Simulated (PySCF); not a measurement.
Indirect couplings

Geometry (Å), atoms numbered from 1 in this order:
```xyz
16

C    -0.6943    2.2681   -0.4901
C    -0.3575    0.9957   -0.7128
C    -0.4516   -0.1164    0.2823
As   -2.0790   -1.2000   -0.1794
C     0.8184   -0.9501    0.3713
As    2.4172    0.1669    0.7972
H    -0.6093    3.0251   -1.2734
H    -1.0693    2.5970    0.4844
H     0.0156    0.7104   -1.7060
H    -0.6908    0.3085    1.2723
H    -1.6541   -2.4358    0.6148
H    -1.4805   -1.7640   -1.4672
H     1.0292   -1.4347   -0.5963
H     0.7132   -1.7465    1.1202
H     3.2347   -0.9976    1.3546
H     1.9259    0.5559    2.1904
```

Couplings: B3LYP/pcJ-1 (pcSseg-1 on As) (without the spin–dipole term) in PySCF 2.14.0 with density-fitted response routines, geometry PBE0-D3(BJ)/def2-SVP; gas phase, one conformer, non-relativistic. Couplings are averaged over pairs made equivalent by symmetry, fast rotation or ring inversion, so a value needn't be that of the named pair in this geometry, while other rotamers aren't included; one pair stands for each set, and the list holds a selection of those of at least 1.5 Hz over up to four bonds.

Isotopes: $^{13}$C, $^{1}$H.

| pair | bonds | J (Hz) |
| --- | --- | --- |
| C1, C2 | 1 | 76.7 |
| C1, H7 | 1 | 170.6 |
| C1, H8 | 1 | ? |
| C2, C3 | 1 | ? |
| C2, H9 | 1 | 160.5 |
| C3, C5 | 1 | 35.1 |
| C3, H10 | 1 | ? |
| C5, H13 | 1 | 140.8 |
| C5, H14 | 1 | 147.7 |
| C2, H8 | 2 | ? |
| C2, H10 | 2 | -4.3 |
| C3, H9 | 2 | 6.0 |
| C3, H14 | 2 | -3.0 |
| H11, H12 | 2 | ? |
| H15, H16 | 2 | -11.5 |
| C2, H11 | 3 | 4.4 |
| C2, H13 | 3 | 2.9 |
| C2, H14 | 3 | ? |
| C3, H7 | 3 | 13.2 |
| C3, H8 | 3 | 8.1 |
| C3, H15 | 3 | 5.9 |
| H8, H9 | 3 | ? |
| H10, H11 | 3 | 5.3 |
| H10, H14 | 3 | ? |
| H13, H15 | 3 | 6.4 |
| H14, H15 | 3 | 6.0 |

Estimate the withheld couplings, with signs.

Answers


- $^{1}J$(C1,H8) = 164.8 Hz (bond length 1.095 Å, sp2 carbon)
- $^{1}J$(C2,C3) = 44.7 Hz (bond length 1.495 Å)
- $^{1}J$(C3,H10) = 140.7 Hz (bond length 1.104 Å, sp3 carbon)
- $^{2}J$(C2,H8) = -1.5 Hz (angle at C1 121°)
- $^{2}J$(H11,H12) = -11.3 Hz (angle at As4 92°)
- $^{3}J$(C2,H14) = 10.6 Hz (dihedral angle 179°)
- $^{3}J$(H8,H9) = 18.2 Hz (dihedral angle 180°)
- $^{3}J$(H10,H14) = 4.8 Hz (dihedral angle 57°)

Relativistic effects of the heavier atoms present are left out.
